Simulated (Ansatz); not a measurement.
K2F2⁺. Charge 1, multiplicity 2. Geometry PBE0-D4/def2-TZVP; atoms count from 1.

```xyz
4

K    -2.042   -0.696   -0.839
K     2.041    0.698    0.840
F     0.078    0.646   -0.726
F    -0.077   -0.648    0.725
```

In the doublet, F3 and F4 lie 1.95 Å apart (atoms count from 1), so these atoms are partly bonded to each other. The structure comes from a short search, and lower isomers may exist.

Estimate the Mulliken populations from the PBE0/def2-TZVP orbitals of Ansatz.


```csv
atom,charge (e),spin (α − β)
K1,0.91,0.00
K2,0.91,0.00
F3,-0.41,0.50
F4,-0.41,0.50
```
Mulliken values depend strongly on the basis.

Where does the spin sit?

Summed by element: K -0.01, F 1.01, of 1 unpaired in all. Largest on single atoms: F3 0.50, F4 0.50, K1 0.00.

And the Mayer bond orders between heavy atoms (over 0.3)?

F3–F4 0.46 (1.95 Å).
